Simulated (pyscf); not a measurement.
H₂Si=PH (SMILES [SiH2]=P) → :HSi–PH₂ (SMILES [SiH]P) [singlet], a hydrogen shift (singlet surface; H–Si broken, H–P formed). Structures and frequencies: ωB97X-D3(BJ)/def2-SVP in PySCF. MP2 and CC: frozen core, UHF for open shells. ΔMP2 is the change of the MP2 total energy from the triple- to the quadruple-zeta basis. Energies in kcal/mol from the reactant's lowest minimum found.

Small-basis levels: PySCF, no dispersion term, spherical d functions. AM1 to PM7: differences of heats of formation from MOPAC. GFN2-xTB: tblite. 

```tsv
level	barrier	reaction energy
HF/STO-3G	46.4	-6.3
HF/3-21G	(withheld)	+4.0
HF/6-31G*	(withheld)	+8.0
MP2/6-31G*	42.7	+15.9
B3LYP/6-31G*	36.7	+11.8
GFN2-xTB	42.2	+13.4
AM1	43.4	+21.2
PM3	25.6	+8.7
PM7	81.2	+51.4
CCSD(T)/def2-TZVPP + ΔMP2(QZVPP)	(withheld)	+14.0
```

**Question.** Fill in the missing entries.

**Answer.** 
- HF/3-21G, barrier: 47.1
- HF/6-31G*, barrier: 46.6
- CCSD(T)/def2-TZVPP + ΔMP2(QZVPP), barrier: 36.6

Against the last row the barrier runs from -11.0 (PM3) to +44.6 kcal/mol (PM7). CCSD(T)/def2-TZVPP + ΔMP2(QZVPP) has limits of its own. One saddle was located; it need not be the lowest between these sides. One closed-shell reference is unstable to symmetry breaking; treat the single-reference values with care. The CCSD(T) − MP2 part came from Ansatz, without density fitting, on the same reference. The largest closed-shell T1 diagnostic is 0.038, which may signal static correlation.
